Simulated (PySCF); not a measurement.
B(OH)(OMe)2 (C2H7BO3), SMILES COB(O)OC.

Geometry optimised at PBE0-D3(BJ)/def2-SVP. One conformer was computed; it need not be the lowest.

Computed with TDDFT-PBE/def2-SVPD run with PySCF.

Vertical excitations. 

Estimate the UV-visible absorptions. (Estimate from the structure and the level; the computed values follow.)


```json
[
 {"state": "S1", "energy (eV)": "6.24", "λ (nm)": "199", "f": "0.000", "main pairs": "HOMO→LUMO 100 %"},
 {"state": "S2", "energy (eV)": "6.71", "λ (nm)": "185", "f": "0.008", "main pairs": "HOMO−1→LUMO 100 %"},
 {"state": "S3", "energy (eV)": "7.12", "λ (nm)": "174", "f": "0.005", "main pairs": "HOMO−2→LUMO 99 %"},
 {"state": "S4", "energy (eV)": "7.21", "λ (nm)": "172", "f": "0.010", "main pairs": "HOMO→LUMO+1 100 %"},
 {"state": "S5", "energy (eV)": "7.30", "λ (nm)": "170", "f": "0.009", "main pairs": "HOMO→LUMO+2 99 %"},
 {"state": "S6", "energy (eV)": "7.34", "λ (nm)": "169", "f": "0.000", "main pairs": "HOMO−3→LUMO 99 %"},
 {"state": "S7", "energy (eV)": "7.67", "λ (nm)": "162", "f": "0.000", "main pairs": "HOMO−1→LUMO+1 100 %"},
 {"state": "S8", "energy (eV)": "7.76", "λ (nm)": "160", "f": "0.006", "main pairs": "HOMO−1→LUMO+2 99 %"},
 {"state": "S9", "energy (eV)": "7.91", "λ (nm)": "157", "f": "0.101", "main pairs": "HOMO→LUMO+3 89 %"},
 {"state": "S10", "energy (eV)": "8.00", "λ (nm)": "155", "f": "0.000", "main pairs": "HOMO→LUMO+4 99 %"},
 {"state": "T1", "energy (eV)": "6.17", "λ (nm)": "201", "f": "0", "main pairs": "HOMO→LUMO 100 %"},
 {"state": "T2", "energy (eV)": "6.60", "λ (nm)": "188", "f": "0", "main pairs": "HOMO−1→LUMO 100 %"},
 {"state": "T3", "energy (eV)": "7.04", "λ (nm)": "176", "f": "0", "main pairs": "HOMO−2→LUMO 100 %"},
 {"state": "T4", "energy (eV)": "7.12", "λ (nm)": "174", "f": "0", "main pairs": "HOMO→LUMO+1 97 %"}
]
```
Triplets are in the Tamm–Dancoff approximation, which puts them higher than full response would, so one can lie above its singlet here.
